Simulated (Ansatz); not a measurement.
`[SiH3][SiH2][GeH2][SiH2][SiH3]` and `[F][GeH2][SiH2][SiH3]` differ in one atom or group.

Ansatz, PBE0-D4/def2-TZVP geometries, multiplicity 1. Each molecule was computed in one conformer, which needn't be the lowest.

Scalar relativity is left out up to krypton.

```
                                      property  `[SiH3][SiH2][GeH2][SiH2][SiH3]`
size of the dipole moment (PBE/def2-TZVPP) / D                              0.06
            LUMO energy (PBE0/def2-TZVPP) / eV                             -0.34
       HOMO–LUMO gap (ωB97M-V/def2-TZVPP) / eV                             11.03
           LUMO energy (B3LYP/def2-TZVPP) / eV                             -0.53
           HOMO–LUMO gap (PBE/def2-TZVPP) / eV                              5.62
         HOMO energy (ωB97M-V/def2-TZVPP) / eV                             -9.72
```

(1) What does the change do to each property? (Best estimate.)

## Answers

(1) Ansatz gave: 
```json
{"property": "size of the dipole moment (PBE/def2-TZVPP) / D", "`[F][GeH2][SiH2][SiH3]`": "1.93", "shift": "1.87"}
{"property": "LUMO energy (PBE0/def2-TZVPP) / eV", "`[F][GeH2][SiH2][SiH3]`": "-0.81", "shift": "-0.47"}
{"property": "HOMO–LUMO gap (ωB97M-V/def2-TZVPP) / eV", "`[F][GeH2][SiH2][SiH3]`": "11.07", "shift": "0.04"}
{"property": "LUMO energy (B3LYP/def2-TZVPP) / eV", "`[F][GeH2][SiH2][SiH3]`": "-1.00", "shift": "-0.47"}
{"property": "HOMO–LUMO gap (PBE/def2-TZVPP) / eV", "`[F][GeH2][SiH2][SiH3]`": "5.38", "shift": "-0.24"}
{"property": "HOMO energy (ωB97M-V/def2-TZVPP) / eV", "`[F][GeH2][SiH2][SiH3]`": "-10.11", "shift": "-0.39"}
```

With PBE0 the HOMO falls by 0.34 eV and the LUMO falls by 0.47 eV, so the gap narrows by about 0.13 eV. PBE moves the HOMO by -0.23 eV and ωB97M-V by -0.39 eV. Dipoles are sizes alone; their direction can turn.

B3LYP here is the variant with VWN-RPA as its local correlation; programs differ in this.
